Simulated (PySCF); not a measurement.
## A thermochemical cycle for SnP

PBE0 in PySCF with def2-SVPD on every atom (core potentials on Sn), for the lowest determinant that a PBE0 search found; no spin–orbit coupling. SnP, a doublet (π ↑), has De = 2.79 eV to neutral atoms, and SnP⁺, a triplet (π ↑↑), has De = 2.28 eV to Sn⁺ + P.

The adiabatic ionisation energy of SnP, between the minima, is 7.82 eV.

Task: Which ionisation energy of the Sn atom does this level give?

Result: IE(Sn) = IE(molecule) + De(ion) − De(neutral) = 7.82 + 2.28 − 2.79 = 7.31 eV; the measured value is 7.344 eV (NIST ASD).

Spin–orbit coupling is left out, which matters for elements this heavy, above all for dissociation energies. For an ion De counts to the pair picked by the measured ionisation energies or electron affinities, which need not be the lowest pair at this level. States were picked by a PBE0 search and need not be the measured ground states.
